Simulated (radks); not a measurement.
Values are calculated unless marked as measured or tabulated.
Task: Orbital eigenvalues (eV) of neutral lead, [Hg] 6p2, of relativity; Dirac values are averaged over j with weights 2j + 1. Spin-unpolarised spherical Kohn-Sham, PBEsol, point nucleus unless stated (finite: rms radius 5.5012 fm), a radial shooting solver on a logarithmic mesh with Libxc functionals. A level marked "c x" has the speed of light scaled by that factor and shares open shells by 2j + 1; other Dirac levels either fill j = l - 1/2 first or share by 2j + 1.

| shell | non-rel. |
|---|---|
| 3s | -3171.6 |
| 3p | -2937.5 |
| 3d | -2500.2 |
| 4s | -701.40 |
| 4p | -598.68 |
| 4d | -408.95 |
| 4f | -151.87 |
| 5s | -114.39 |
| 5p | -79.949 |
| 5d | -24.443 |
| 6s | -9.5165 |
| 6p | -3.7050 |

Give the values at the level "Dirac, c x 1.5".

Result: 
shell  Dirac, c x 1.5  change of magnitude (%)
3s            -3405.4                    +7.37
3p            -3029.5                    +3.13
3d            -2492.0                    -0.33
4s            -760.08                    +8.37
4p            -620.00                    +3.56
4d            -405.70                    -0.79
4f            -143.44                    -5.55
5s            -125.53                    +9.73
5p            -82.742                    +3.49
5d            -23.009                    -5.86
6s            -10.422                    +9.52
6p            -3.6465                    -1.58
